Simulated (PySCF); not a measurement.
Computed shifts of a molecule C2H7NOSi2, PBE/pcSseg-1 in PySCF, GIAO, gas phase, equivalent atoms averaged, in ppm (number of nuclei): ²⁹Si: -10.0 (1), -37.3 (1). ¹³C: 224.6 (1), 54.7 (1). ¹⁵N: 547.9 (1). ¹H: 6.54 (2), 5.47 (2), 4.40 (2), 2.92 (1). References: ¹⁷O against H2O (σ = 334.3 ppm); ²⁹Si against TMS (σ = 335.4 ppm); ¹³C against TMS (σ = 182.0 ppm); ¹⁵N against NH3 (σ = 267.0 ppm); ¹H against TMS (σ = 31.49 ppm), references at their B3LYP-D3(BJ)/def2-TZVP geometries, non-relativistic. Geometry optimised at B3LYP-D3(BJ)/def2-SVP. The values are those of a single conformer.

**Question.** Pick the molecule that these values belong to.
A) C1=NC[SiH2][SiH2]O1
B) O[SiH2]C1=NC[SiH2]1
C) C=CN1[SiH2]O[SiH2]1
D) O[SiH2][Si@@H]1C=NC1

**Answer.** B, O[SiH2]C1=NC[SiH2]1
